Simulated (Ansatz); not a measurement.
Species: C₅H₉O, charge 0, multiplicity 2. It need not be the lowest isomer of its formula. SMILES: O=C(C)[CH]CC
Structure (B3LYP-D3(BJ)/def2-TZVP (Ansatz, an electronic-structure program) minimum search):
```xyz
15

C      2.4421     0.5218    -0.5962
C      1.4996    -0.0706     0.4667
C      0.1409     0.5134     0.4021
C     -1.0253    -0.2522     0.0479
O     -0.9462    -1.4543    -0.2138
C     -2.3562     0.4719     0.0014
H      2.5273     1.6053    -0.4928
H      2.0748     0.3049    -1.6000
H      3.4405     0.0930    -0.4987
H      1.4265    -1.1511     0.3450
H      1.9272     0.1264     1.4575
H      0.0211     1.5748     0.5977
H     -2.3322     1.2693    -0.7455
H     -2.5768     0.9377     0.9648
H     -3.1458    -0.2322    -0.2498
```
Charge 0, spin multiplicity 2.

Wanted: atomisation energy (electronic, to ground-state atoms), in kcal/mol. Correlated levels leave the core frozen unless marked. Open shells are spin-unrestricted. Spin-orbit coupling is left out. Non-relativistic. The coupled-cluster limit lacks core correlation, which all-electron functionals hold. CBS marks a two-point X^-3 extrapolation of the correlation energy; Hartree-Fock from the larger set. [CCSD(T)-MP2]/basis is that difference in the basis named.

```csv
level,program,atomisation energy (kcal/mol)
HF/STO-3G,Ansatz,1312.6
PBE-D4/def2-TZVPD,Ansatz + dftd4,1509.4
BLYP-D4/def2-TZVPD,Ansatz + dftd4,1470.5
revPBE/def2-TZVPD,Ansatz,1452.5
r2SCAN-D3(BJ)/def2-TZVPD,Ansatz + dftd3,1478.8
r2SCAN-D4/def2-TZVPD,Ansatz + dftd4,1478.5
PBE0/STO-3G,Ansatz,1717.0
PBE0/6-31G*,Ansatz,1483.5
PBE0-D4/def2-TZVPD,Ansatz + dftd4,1483.5
r2SCAN0/def2-TZVPD,Ansatz,1456.4
CAM-B3LYP-D3(BJ)/def2-TZVPD,Ansatz + dftd3,1477.3
LC-wPBE-D3(BJ)/def2-TZVPD,Ansatz + dftd3,1478.4
LC-wPBE-D4/def2-TZVPD,Ansatz + dftd4,1479.2
LC-wPBE/def2-TZVPD,Ansatz,1472.2
B2PLYP-D4/def2-TZVPD,Ansatz + dftd4,1457.2
RPA@PBE/cc-pVQZ,Ansatz,1387.6
MP2/6-31G,Ansatz,1267.1
SCS-MP2/6-31G,Ansatz,1265.1
SCS-MP2/cc-pVTZ,Ansatz,1439.6
CCSD/STO-3G,Ansatz,1478.3
"RI-MP2/CBS(cc-pVTZ,cc-pVQZ)+[CCSD(T)-MP2]/cc-pVTZ",Ansatz,1467.0
```

The UHF reference is spin-contaminated (<S^2> 0.13 over the pure value in the largest basis).
